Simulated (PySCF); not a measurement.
**Cr¹³⁺: ionisation energy**

Cr¹³⁺ [Ne] 3s1 (2S) → Cr¹⁴⁺ [Ne] (1S), as a difference of total energies. All numbers are calculated (PySCF 2.14, the non-relativistic Hamiltonian (point nucleus), in an even-tempered Gaussian basis (17 s from 0.81 bohr⁻², ratio 2.5; 11 p from 1.1 bohr⁻², ratio 2.5; 5 d from 4.4 bohr⁻², ratio 2.7; 4 f from 6.6 bohr⁻², ratio 2.7)). Correlated levels: outer shells: 1s2 frozen; virtual orbitals above 40 to 60 times the deepest correlated orbital energy dropped. The calculations carry no spin-orbit coupling.

```tsv
method	ionisation energy (eV)	difference from reference (eV)
UHF	381.10	-3.06
MP2 (outer shells)	381.67	-2.49
SCS-MP2 (outer shells)	381.56	-2.60
CCSD (outer shells)	381.67	-2.49
CCSD(T) (outer shells)	381.68	-2.48
```

Reference: 384.16 eV (semi-empirical (NIST evaluation); NIST Atomic Spectra Database, ionization energies).

These non-relativistic numbers lack the scalar-relativistic shift.
